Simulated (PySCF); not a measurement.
**From computed data to an observable: dipole moment from atomic charges**

Si(F)(OH)2(NH2) (FH₄NO₂Si), SMILES N[Si](F)(O)O. Atoms are numbered in the order given.

```xyz
9

N     -1.6265    -0.4236     0.2548
Si     0.0053    -0.0121    -0.0114
O      0.2193     1.2196    -1.0913
O      0.9082    -1.2644    -0.5828
F      0.5497     0.4551     1.4457
H     -1.9193    -0.6901     1.1892
H     -2.1624    -0.9092    -0.4567
H     -0.2952     2.0193    -0.9311
H      1.7210    -1.0244    -1.0440
```

Geometry: B3LYP-D3(BJ)/def2-SVP. This is a generated structure with no PubChem entry under its InChIKey; it may be hypothetical. One conformer was computed; it need not be the lowest.

Charges (e) from PBE/def2-TZVP (PySCF):

```csv
atom,IAO,Mulliken
N1,-0.873,-0.576
Si2,1.655,0.704
O3,-0.788,-0.478
O4,-0.783,-0.472
F5,-0.530,-0.293
H6,0.285,0.240
H7,0.282,0.236
H8,0.375,0.319
H9,0.376,0.320
```

The dipole moment of the full density is 1.57 D.

What dipole moment does each set of point charges give, and which comes closer to that of the density?


μ = Σ q r, and 1 e Å = 4.8032 D.
IAO: Σ q r = (-0.367, 0.057, -0.223) e Å, |μ| = 2.08 D.
Mulliken: Σ q r = (-0.268, 0.052, -0.235) e Å, |μ| = 1.73 D.
Mulliken comes closer in size. Point charges leave out the atoms' own dipoles (lone pairs, polarised bonds); fits to the potential absorb them, partitions of the density don't.
